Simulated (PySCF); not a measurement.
# Excitation energy of Ce by level of theory

Ce [Xe] 4f1 5d1 6s2 (high-spin determinant) → Ce [Xe] 5d2 6s2 (3F), as a difference of total energies. Computed with PySCF 2.14 in ANO-RCC-VTZP, with scalar relativity by spin-free X2C-1e. The calculations carry no spin-orbit coupling.

```csv
method,excitation energy (cm⁻¹)
UHF,23774
BHandHLYP,32515
BLYP,38735
```

The determinant of the lower state mixes LS terms, which raises its energy above the lowest term, most at the Hartree-Fock and MP2 levels.
